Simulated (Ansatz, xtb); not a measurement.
# GaH7O3Si2: which of two structures lies lower

We compare a, `[OH][Ga]([O][SiH3])[O][SiH3]`, a singlet, with b, a singlet given by its coordinates. Both are isolated molecules in the gas phase, relaxed with PBE0-D4/def2-SVP; the shapes shown needn't be the lowest conformers.

a (Å):

| atom | x (Å) | y (Å) | z (Å) |
| --- | --- | --- | --- |
| Ga | 0.6204 | 0.9791 | -1.0372 |
| O | 1.2721 | 2.0969 | -2.2344 |
| O | 1.7031 | 0.2415 | 0.1399 |
| O | -1.1122 | 0.6075 | -1.0257 |
| Si | 1.6752 | -0.8223 | 1.4100 |
| Si | -2.1878 | -0.3101 | -0.1589 |
| H | 0.5949 | 2.4405 | -2.8272 |
| H | 0.7253 | -1.9492 | 1.1420 |
| H | 3.0453 | -1.3798 | 1.6002 |
| H | 1.2460 | -0.1344 | 2.6659 |
| H | -3.5580 | 0.2473 | -0.3532 |
| H | -2.1673 | -1.7310 | -0.6231 |
| H | -1.8570 | -0.2859 | 1.3017 |

b (Å):

```yaml
atoms:
  - { symbol: Ga, position_ang: [-2.3194, -0.8876, 2.0031] }
  - { symbol: O, position_ang: [-2.1413, 0.6753, 0.5370] }
  - { symbol: O, position_ang: [0.5458, 0.3096, 0.2888] }
  - { symbol: O, position_ang: [-0.7512, -1.7116, 1.5107] }
  - { symbol: Si, position_ang: [-0.6202, 1.4490, 0.2998] }
  - { symbol: Si, position_ang: [0.7157, -1.2070, 1.0335] }
  - { symbol: H, position_ang: [-2.6219, 0.4275, -0.2628] }
  - { symbol: H, position_ang: [-0.7124, 2.1364, -1.0130] }
  - { symbol: H, position_ang: [-0.5048, 2.3780, 1.4478] }
  - { symbol: H, position_ang: [1.3049, -2.1060, 0.0042] }
  - { symbol: H, position_ang: [1.6702, -1.0111, 2.1634] }
  - { symbol: H, position_ang: [-3.5845, -1.5995, 1.4157] }
  - { symbol: H, position_ang: [-2.1917, -0.0303, 3.3084] }
```

Close contacts (Å): Ga1–O2 2.15, Ga1–O4 1.84, O2–Si5 1.72, O3–Si5 1.63, O3–Si6 1.70, O4–Si6 1.62, Ga1–H12 1.57, Ga1–H13 1.57, O2–H7 0.97, Si5–H8 1.48, Si5–H9 1.48, Si6–H10 1.49, Si6–H11 1.49.

Task: Which of the two would you expect CCSD(T)/def2-SVP + ΔMP2/def2-TZVPP electronic energies to favour?

Result: Structure b; the calculation gives E(b) − E(a) = −1.556 eV.

Level by level:

| level | geometry | E(b) − E(a) (eV) | departure from the last row (eV) | job, with rough time for the two |
| --- | --- | --- | --- | --- |
| GFN2-xTB | GFN2-xTB | −1.933 | −0.377 | optimisation, 0.58 s |
| HF/STO-3G | GFN2-xTB | −1.116 | +0.440 | single point, 1.1 s |
| r2SCAN-D4/def2-SVP | GFN2-xTB | −1.582 | −0.027 | single point, 9.6 s |
| PBE0-D4/def2-SVP | PBE0-D4/def2-SVP | −1.559 | −0.003 | optimisation, 4.6 min |
| HF/def2-SVP | PBE0-D4/def2-SVP | −1.427 | +0.128 | part of the CCSD(T) run |
| MP2/def2-SVP | PBE0-D4/def2-SVP | −1.370 | +0.185 | part of the CCSD(T) run |
| CCSD(T)/def2-SVP | PBE0-D4/def2-SVP | −1.367 | +0.188 | single point |
| CCSD(T)/def2-SVP + ΔMP2/def2-TZVPP | PBE0-D4/def2-SVP | −1.556 |  | single point, 2.6 min |

None of the levels shown reverses the order. The largest departure from CCSD(T)/def2-SVP + ΔMP2/def2-TZVPP is that of HF/STO-3G, 0.440 eV. The last row adds to CCSD(T) the change of the MP2 difference between the two basis sets, here −0.188 eV, a large step that makes the value less sure.

With thermal terms from frequencies at re-optimised GFN2-xTB minima (ideal gas, soft modes damped towards free rotors, one conformer each, 298.15 K, 1 atm): the zero-point term adds +0.036 eV; ΔH is −1.560 and ΔG −1.437 eV.

The correlated steps freeze 22 core orbitals; the filled d shell of Ga is correlated, in a basis made for valence electrons. Run with Ansatz 0.2.0, xtb 6.7.1; the last row on 2 threads of Arm Neoverse V1 on a shared host.
